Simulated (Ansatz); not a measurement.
Mulliken charges of Cl$_{3}$ITi, SMILES `[Cl][Ti]([Cl])([Cl])[I]` from PBE/def2-TZVPP in Ansatz (PBE0-D4/def2-TZVP geometry).

| atom | x (Å) | y (Å) | z (Å) | charge (e) |
| --- | --- | --- | --- | --- |
| Cl1 | -0.995 | -0.434 | 1.892 | -0.152 |
| Ti2 | 0.016 | -0.095 | 0.012 | 0.442 |
| Cl3 | 2.108 | -0.608 | 0.199 | -0.152 |
| Cl4 | -0.898 | -1.288 | -1.541 | -0.152 |
| I5 | -0.181 | 2.352 | -0.603 | 0.014 |

Question: By hand: the dipole of these point charges (1 e Å = 4.8032 D).

Answer: Σ q r = (-0.028, 0.345, -0.087) e Å, of length 0.357 e Å = 1.71 D.

Question: How does the dipole of the full density compare? (Best estimate.)

Answer: The calculation gave: (-0.009, 0.110, -0.028) e Å, 0.55 D; the point charges give 3.11 times that, at 0° from its direction.

Point charges leave out the atoms' own dipoles, such as those of lone pairs, and Mulliken's split depends on the basis, so the two needn't agree.
